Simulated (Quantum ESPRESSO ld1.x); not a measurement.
Excited configurations of Tl LVII: one electron is placed in a higher orbital outside [Ar] 3d6. The ground configuration is [Ar] 3d7. Method: scalar-relativistic Kohn-Sham, LDA (Slater exchange, Perdew-Zunger correlation), spin-polarised, spherical densities, point nucleus; open shells are filled with parallel spins first (spin-orbit coupling, left out, can overturn this in heavy ions); computed with ld1.x of Quantum ESPRESSO 7.5. Excitation = E - E(ground); binding = E(ion) - E, where the ion is the core of charge +57; n* = 57/sqrt(2 binding) in atomic units. These energies are relativistic, and a one-electron ion of charge +57 with no core already has n* below n in this formula (scalar-relativistic equation, point nucleus: 4d 3.982, 5s 4.923, 5p 4.955, 5d 4.978, 6s 5.920, 6d 5.976, 7s 6.919). The quantum defect is therefore taken as that value minus n*, so that it holds no relativistic shift of the bare ion.

[
 {"outer orbital": "4d", "excitation (eV)": "2644.4", "binding (eV)": "3064.2", "n*": "3.798", "quantum defect": "0.183", "eigenvalue (eV)": "-3033.4", "<r> (bohr)": "0.3286"},
 {"outer orbital": "5s", "excitation (eV)": "3560.6", "binding (eV)": "2148.1", "n*": "4.536", "quantum defect": "0.386", "eigenvalue (eV)": "-2131.8", "<r> (bohr)": "0.5431"},
 {"outer orbital": "5p", "excitation (eV)": "3677.5", "binding (eV)": "2031.2", "n*": "4.665", "quantum defect": "0.290", "eigenvalue (eV)": "-2015.4", "<r> (bohr)": "0.5574"},
 {"outer orbital": "5d", "excitation (eV)": "3789.4", "binding (eV)": "1919.3", "n*": "4.799", "quantum defect": "0.179", "eigenvalue (eV)": "-1903.0", "<r> (bohr)": "0.5552"},
 {"outer orbital": "6s", "excitation (eV)": "4265.8", "binding (eV)": "1442.9", "n*": "5.535", "quantum defect": "0.385", "eigenvalue (eV)": "-1432.4", "<r> (bohr)": "0.8076"},
 {"outer orbital": "6d", "excitation (eV)": "4393.7", "binding (eV)": "1315.0", "n*": "5.798", "quantum defect": "0.178", "eigenvalue (eV)": "-1304.6", "<r> (bohr)": "0.8336"},
 {"outer orbital": "7s", "excitation (eV)": "4673.0", "binding (eV)": "1035.7", "n*": "6.533", "quantum defect": "0.386", "eigenvalue (eV)": "-1028.3", "<r> (bohr)": "1.125"}
]

The Delta-SCF ionisation energy is 5708.7 eV (NIST Atomic Spectra Database: 5674 eV, theoretical). Self-interaction in the functional shifts the binding energies and quantum defects, so they are the method's values and not measured ones. Open shells are spherical and high-spin; term and fine-structure splittings are not resolved. Spin-orbit splitting is averaged out at the scalar-relativistic level.
